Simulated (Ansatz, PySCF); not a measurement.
Species: GeO2, charge 0, multiplicity 1. 
Coordinates optimised at B3LYP-D3(BJ)/def2-TZVP (Ansatz, a program for electronic structure):
```xyz
3

Ge     0.0000     0.0000     0.0000
O      0.0000     0.0000     1.6240
O      0.0000     0.0000    -1.6240
```
Charge 0, spin multiplicity 1.

Quantity: atomisation energy (electronic, to ground-state atoms), in kJ/mol. Cores are frozen in the correlated levels unless marked. UHF or UKS for open shells. No spin-orbit coupling. Frozen are the shells of the preceding noble gas and the d and f shells that filled before the atom's block. No relativistic terms. The coupled-cluster limit lacks core correlation, which all-electron functionals hold. Basis-set limits of correlation are two-point, X^-3; Hartree-Fock from the larger set.

| level | program | atomisation energy (kJ/mol) | minus last row |
|---|---|---|---|
| B3LYP-D4/def2-TZVPD | Ansatz + dftd4 | 954.5 | -35.9 |
| TPSSh-D4/def2-TZVPD | PySCF + dftd4 | 956.4 | -34.0 |
| PW6B95-D3(BJ)/def2-TZVPD | PySCF + dftd3 | 956.8 | -33.6 |
| HSE06-D4/def2-TZVPD | Ansatz + dftd4 | 944.1 | -46.3 |
| RPA@PBE/cc-pVTZ | Ansatz | 859.4 | -131.0 |
| SCS-MP2/aug-cc-pVTZ | Ansatz | 1017.2 | 26.8 |
| CCSD/STO-3G | Ansatz | 639.0 | -351.4 |
| CCSD(T)/aug-cc-pVTZ | Ansatz | 948.4 | -42.0 |
| CCSD(T)/aug-cc-pVQZ | Ansatz | 974.4 | -16.0 |
| CCSD(T)/CBS(aug-cc-pVTZ,aug-cc-pVQZ) | Ansatz | 990.4 | 0.0 |

The T1 diagnostic of CCSD in the largest basis is 0.027, which is high, so the coupled-cluster rows are less sure than usual.
